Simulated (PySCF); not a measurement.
Job file and geometry (Å, from GFN2-xTB) of an NMR shielding run on `O([C@@H]1[C@H](B(C)C)O1)C(F)F`, C5H9BF2O2, GIAO PBE0/pcSseg-1 NMR shielding, non-relativistic, gas phase in PySCF 2.14.0, density-fitted response routines; density fitting, a coarse starting grid and PySCF grid level 2 are the driver's defaults:

```
$ OMP_NUM_THREADS=1 python probes_run.py task.json out

{"job": {"kind": "nmr", "xc": "PBE0", "basis": "pcSseg-1"}, "charge": 0, "multiplicity": 1}
C     -1.163030     1.306350    -0.514189
B     -1.244897    -0.204426    -0.109499
C     -2.305039    -1.192428    -0.712944
C     -0.227822    -0.784090     0.949288
O      0.696400     0.082584     1.614399
C      1.226652    -0.783970     0.701704
O      1.710327    -0.251834    -0.499950
C      2.533307     0.815916    -0.371961
F      2.441350     1.561810    -1.482799
F      3.833039     0.430511    -0.292763
H     -0.405734     1.404503    -1.294828
H     -0.838824     1.947656     0.302842
H     -2.085009     1.707392    -0.927008
H     -2.576944    -0.947072    -1.736333
H     -2.000687    -2.235614    -0.677515
H     -3.224205    -1.116013    -0.130702
H     -0.554296    -1.599336     1.596369
H      1.860251    -1.581495     1.087014
H      2.315357     1.448805     0.506578
```

Task: What does the program print?

Result: 
```
coarse grid: 16440 points
cycle   1  E = -569.9494273688  dE =  1.609e+00  |g| = 1.044e+00  |ddm| = 3.792e+00
cycle   2  E = -569.7844969457  dE =  1.649e-01  |g| = 1.461e+00  |ddm| = 1.423e+00
cycle   3  E = -570.1461587548  dE = -3.617e-01  |g| = 1.206e-01  |ddm| = 8.610e-01
cycle   4  E = -570.1481854955  dE = -2.027e-03  |g| = 6.692e-02  |ddm| = 1.228e-01
cycle   5  E = -570.1489793431  dE = -7.938e-04  |g| = 1.549e-02  |ddm| = 5.378e-02
cycle   6  E = -570.1490209874  dE = -4.164e-05  |g| = 3.614e-03  |ddm| = 1.227e-02
cycle   7  E = -570.1490236858  dE = -2.698e-06  |g| = 4.166e-04  |ddm| = 2.778e-03
final grid: 161224 points
cycle   8  E = -570.2390564001  dE = -5.551e-05  |g| = 1.393e-02  |ddm| = 3.214e-02
cycle   9  E = -570.2390235417  dE =  3.286e-05  |g| = 1.959e-02  |ddm| = 2.033e-02
cycle  10  E = -570.2390926402  dE = -6.910e-05  |g| = 1.961e-03  |ddm| = 1.236e-02
cycle  11  E = -570.2390933739  dE = -7.337e-07  |g| = 3.121e-04  |ddm| = 1.508e-03
cycle  12  E = -570.2390933848  dE = -1.086e-08  |g| = 1.765e-04  |ddm| = 3.230e-04
cycle  13  E = -570.2390933903  dE = -5.541e-09  |g| = 3.011e-05  |ddm| = 1.308e-04
cycle  14  E = -570.2390933904  dE = -1.380e-10  |g| = 1.111e-05  |ddm| = 2.369e-05
converged SCF energy = -570.2390933904

GIAO shielding tensors (ppm)
atom      isotropic    diamagn.    paramagn.     s11        s22        s33       span
  0 C      172.822     254.410     -81.588    147.982    179.659    190.826     42.845
  1 B       12.767     187.494    -174.727    -55.570    -24.319    118.192    173.762
  2 C      172.889     253.117     -80.228    149.738    179.508    189.420     39.682
  3 C      127.629     253.894    -126.265     77.480    124.031    181.375    103.895
  4 O      265.145     399.820    -134.675    117.030    305.293    373.112    256.083
  5 C      107.311     248.667    -141.356     62.982     99.373    159.578     96.596
  6 O      194.744     404.237    -209.492    138.185    192.521    253.528    115.343
  7 C       63.122     241.912    -178.790     43.637     70.544     75.185     31.548
  8 F      280.651     472.059    -191.408    177.628    314.206    350.119    172.490
  9 F      267.972     467.799    -199.827    184.211    270.661    349.044    164.833
 10 H       31.132      32.463      -1.331     25.579     31.043     36.775     11.196
 11 H       30.375      32.571      -2.196     25.839     31.183     34.105      8.266
 12 H       30.620      30.426       0.193     26.444     28.999     36.416      9.972
 13 H       30.425      30.249       0.176     26.783     29.198     35.294      8.511
 14 H       30.588      31.105      -0.516     26.666     29.902     35.197      8.531
 15 H       30.993      28.502       2.491     27.117     28.579     37.284     10.167
 16 H       28.964      31.465      -2.501     22.470     28.024     36.397     13.926
 17 H       26.578      29.850      -3.273     20.505     25.340     33.889     13.383
 18 H       25.008      29.127      -4.119     22.073     25.985     26.968      4.895
```

Size and cost of the density-fitted run: 215 basis functions, 51 s wall time on 1 thread of an Arm Neoverse V1, shared host; peak memory 0.95 GiB.
